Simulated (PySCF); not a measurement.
CH7BO2Si, SMILES OB(C[SiH3])O.

Coordinates come from a B3LYP-D3(BJ)/def2-SVP optimisation. The structure was generated by enumeration, and PubChem lists no compound with its InChIKey, so it may never have been made. One conformer was computed; it need not be the lowest.

Two levels are set side by side: PBE/def2-TZVP (PySCF) and M06-2X/def2-TZVP (PySCF). Same geometry, gas phase. Differences are taken from unrounded values.

| quantity | M06-2X |
|---|---|
| orbital gap (eV) | 10.72 |
| highest occupied level (eV) | -10.03 |
| lowest empty level (eV) | 0.69 |
| dipole moment (D) | 2.76 |
| mean polarisability (bohr³) | 59.1 |

What does PBE give, and how far is it from M06-2X? (Estimate from the structure and the level; the computed values follow.)


```csv
quantity,PBE,PBE minus M06-2X
orbital gap (eV),6.58,-4.14
highest occupied level (eV),-7.30,2.73
lowest empty level (eV),-0.72,-1.41
dipole moment (D),2.47,-0.29
mean polarisability (bohr³),62.6,3.5
```

PBE's occupied levels lie high since its potential decays too fast outside the molecule; exact exchange lowers them and widens the gap. PBE's more diffuse valence density responds more strongly to a field. Differences between two approximate levels are no errors against the true value.

Rough cost on one machine, each run with all the roots and properties that it gave: M06-2X against PBE about 4 times.
